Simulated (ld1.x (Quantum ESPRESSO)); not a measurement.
## Ranking RRKJ potentials for Ir (Z = 77)

All share these settings but for the change named:

- Element: Ir
- Generator: ld1.x (Quantum ESPRESSO) 7.5
- Type: norm-conserving RRKJ (Kleinman–Bylander form)
- Functional: PBE
- Relativity: fully relativistic
- Frozen core: [Xe] 4f14
- Valence charge: 9
- Reference configuration: 5d7 6s2 6p0
- Partial waves: 6p (bound, empty): rc 3.80 bohr; 5d (bound): rc 2.25 bohr; 6s (bound): rc 1.95 bohr
- Local potential: the s channel
- Core correction: none
- rho0: 0.02

Open shells are filled in proportion to 2j + 1 (rel_dist='average').

Test errors are all-electron minus pseudo excitation energies from the reference, over 5d7 6s1 6p0; 5d7 6s0 6p0; 5d6 6s0 6p0; 5d6 6s2 6p1; 5d6 6s2 6p0; 5d8 6s1 6p0; 5d7 6s1.5 6p0. None of these files shows a bound ghost.

The base gives 51.6 meV.

Of 8 variants that were run, those that failed, showed a ghost or another fault, or gave nearly equal values are left out.

(1) Rank these variants by their largest absolute test error, smallest first.
A. all radii scaled by about 1.06 (s 2.08, p 4.04, d 2.40 bohr)
B. all radii scaled by about 1.24 (s 2.42, p 4.70, d 2.78 bohr)
C. all radii scaled by about 1.15 (s 2.24, p 4.36, d 2.58 bohr)
D. all radii scaled by about 1.28 (s 2.50, p 4.88, d 2.90 bohr)
E. all radii scaled by about 1.37 (s 2.68, p 5.22, d 3.08 bohr)

Answers

(1) C (32.1 meV), A (43.0 meV), B (59.7 meV), D (75.4 meV), E (132.2 meV).
